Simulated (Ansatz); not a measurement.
Abridged output of a molecular run in Ansatz:

```
Functional definition: HF
1649 factors; integrals over basis functions are off by at most 9.8e-4 eV
mean field evaluation 1: about -31302.9674 eV, gradient 4.6e1 eV
mean field evaluation 2: about -31303.2314 eV, gradient 4.7e1 eV
mean field evaluation 4: about -31308.0211 eV, gradient 3.8e0 eV
mean field evaluation 8: about -31308.0974 eV, gradient 2.6e-1 eV
mean field -31308.09766409 eV, -1150.5513677647 hartree, gradient 6.5e-6 eV, S^2 0.000000; 0 other end points of the search recorded, 0 dependent functions left out
17 core orbitals not correlated: weight in the atoms' cores, before any rotation towards them, 1.000 or more for the frozen orbitals, at most 0.000 for the correlated occupied ones
reference -31308.09766409 eV, -1150.5513677647 hartree; 16, 16 occupied and 253, 253 virtual orbitals, 1649 factors
second order -23.53967737 eV of doubles, -0.00000000 eV of singles
cycle   1  -24.48533552 eV  change   -9.5e-1 eV  update   9.9e-2
cycle   2  -25.07001263 eV  change   -5.8e-1 eV  update   2.9e-2
cycle   3  -25.16629522 eV  change   -9.6e-2 eV  update   1.4e-2
cycle   4  -25.15471240 eV  change    1.2e-2 eV  update   3.5e-3
cycle   5  -25.15416784 eV  change    5.4e-4 eV  update   1.6e-3
cycle   6  -25.15429867 eV  change   -1.3e-4 eV  update   4.5e-4
cycle   7  -25.15407001 eV  change    2.3e-4 eV  update   1.7e-4
cycle   8  -25.15406632 eV  change    3.7e-6 eV  update   5.5e-5
cycle   9  -25.15408155 eV  change   -1.5e-5 eV  update   1.9e-5
perturbative correction -0.98851736 eV, -0.0363273430 hartree
Total energy: -31334.24026301 eV, -1151.5120905546 hartree
```

Its atoms:

```xyz
12

N     0.064   -1.740    0.469
Si   -0.018   -0.043    0.546
N    -1.632    0.352    0.933
Si    0.908    0.813   -1.427
Cl    1.073    0.854    2.079
H    -0.348   -2.296    1.204
H     0.856   -2.200    0.051
H    -1.850    1.222    1.389
H    -2.388    0.021    0.355
H     0.063    0.459   -2.603
H     2.274    0.264   -1.657
H     0.999    2.295   -1.340
```

Q: Which basis set was used?
A. cc-pV(Q+d)Z
B. def2-TZVPP
C. def2-TZVPPD
D. cc-pV(D+d)Z

A: B. It gives 286 functions.

Q: Write the keys of the input that set method, charge and spin (a neutral closed shell needs none for the last two).

A: 
```yaml
correlation: {method: ccsd_t}
```
